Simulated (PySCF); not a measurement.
**Two-component Hartree-Fock for La³⁴⁺ (lanthanum, charge +34)**

Start: [Ar] 3d5; 3d3/2 filled at m_j = -3/2, -1/2, +1/2, +3/2; 3d5/2 filled at m_j = +5/2. Calculated with PySCF 2.14 in an even-tempered Gaussian basis (16 s from 6.2 bohr⁻², ratio 2.8; 12 p from 8.1 bohr⁻², ratio 2.8; 8 d from 8.1 bohr⁻², ratio 2.8; 3 f from 28 bohr⁻², ratio 3): generalised Hartree-Fock with the X2C-1e Hamiltonian and a Gaussian nucleus; one run each with spin-orbit coupling (SO) switched off, then screened by Boettger's factors.

```json
{"spinor shell": "1s1/2", "electrons": "2", "ε, spin-free (eV)": "-40713.4", "ε, screened SO (eV)": "-40707.2", "weight of nominal j (screened SO)": "1.000", "rms radius, screened SO (bohr)": "0.0286"}
{"spinor shell": "2s1/2", "electrons": "2", "ε, spin-free (eV)": "-7880.4", "ε, screened SO (eV)": "-7877.9", "weight of nominal j (screened SO)": "1.000", "rms radius, screened SO (bohr)": "0.116"}
{"spinor shell": "2p1/2", "electrons": "2", "ε, spin-free (eV)": "-7224.9", "ε, screened SO (eV)": "-7521.8", "weight of nominal j (screened SO)": "0.999", "rms radius, screened SO (bohr)": "0.0994"}
{"spinor shell": "3s1/2", "electrons": "2", "ε, spin-free (eV)": "-2748.1", "ε, screened SO (eV)": "-2747.4", "weight of nominal j (screened SO)": "1.000", "rms radius, screened SO (bohr)": "0.289"}
{"spinor shell": "3p1/2", "electrons": "2", "ε, spin-free (eV)": "-2530.8", "ε, screened SO (eV)": "-2607.5", "weight of nominal j (screened SO)": "0.979", "rms radius, screened SO (bohr)": "0.280"}
{"spinor shell": "3p3/2", "electrons": "4", "ε, spin-free (eV)": "-2530.8", "ε, screened SO (eV)": "-2495.8", "weight of nominal j (screened SO)": "0.989", "rms radius, screened SO (bohr)": "0.291"}
{"spinor shell": "3d3/2", "electrons": "4", "ε, spin-free (eV)": "-2283.1", "ε, screened SO (eV)": "-2285.8", "weight of nominal j (screened SO)": "0.860", "rms radius, screened SO (bohr)": "0.256"}
{"spinor shell": "3d5/2", "electrons": "1", "ε, spin-free (eV)": "-2283.1", "ε, screened SO (eV)": "-2268.8", "weight of nominal j (screened SO)": "1.000", "rms radius, screened SO (bohr)": "0.258"}
```

Where does 2p3/2 lie, and what is the 2p spin-orbit splitting (screened SO)?

At -7091.2 eV, 430.59 eV above 2p1/2.

| quantity | spin-free | screened SO |
| --- | --- | --- |
| E (hartree) | -7688.30318 | -7692.20040 |
| M_J | 5/2 | 5/2 |
| ⟨J²⟩ | 8.750 | 8.764 |
| ⟨L²⟩ | 0.000 | 1.938 |
| ⟨S²⟩ | 8.750 | 5.723 |

Each row is a mean over spinors that exchange with the open shell spreads, by up to 37.932 eV (3p3/2).

Rows whose weight is well below 1 are mixtures of j = l ± 1/2: exchange outweighs spin-orbit coupling there, and the label is only the starting occupation.

Breit and QED terms are absent; they matter most for the inner s and p1/2 levels.

Densities and radii are taken from the X2C orbitals without a picture-change correction, which distorts them close to the nucleus.

Without spin-orbit coupling the j labels of p, d and f shells carry no meaning; the spin-free column gives the mean over the occupied spinors of each nl shell.
